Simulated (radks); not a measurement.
Coulomb parameter of the 4d shell of the cadmium ion Cd2+ in the model configuration [Kr] 4d9 5s1, as a second difference U = [E(n + 0.5) + E(n - 0.5) - 2 E(n)] / (0.5)^2 with all orbitals relaxed. "Bare": the charge of the atom changes with n. "Screened": the 5s shell takes up the change at fixed total charge, which measures U(4d,4d) + U(5s,5s) - 2 U(4d,5s). Calculated with a radial shooting solver on a logarithmic mesh with Libxc functionals: scalar-relativistic Kohn-Sham, PBE, spin-unpolarised, spherical densities, finite nucleus; Fermi nuclear charge, rms radius 4.6087 fm.

| case | configuration | E - E(n) (eV) |
|---|---|---|
| start | [Kr] 4d9 5s1 | 0.000 |
| bare +0.5 | [Kr] 4d9.5 5s1 | -15.529 |
| bare -0.5 | [Kr] 4d8.5 5s1 | 19.289 |
| screened +0.5 | [Kr] 4d9.5 5s0.5 | -5.500 |
| screened -0.5 | [Kr] 4d8.5 5s1.5 | 6.153 |

U(bare) = 15.042 eV, U(screened by 5s) = 2.613 eV, against the Slater integral F0(4d,4d) = 20.331 eV with frozen orbitals.
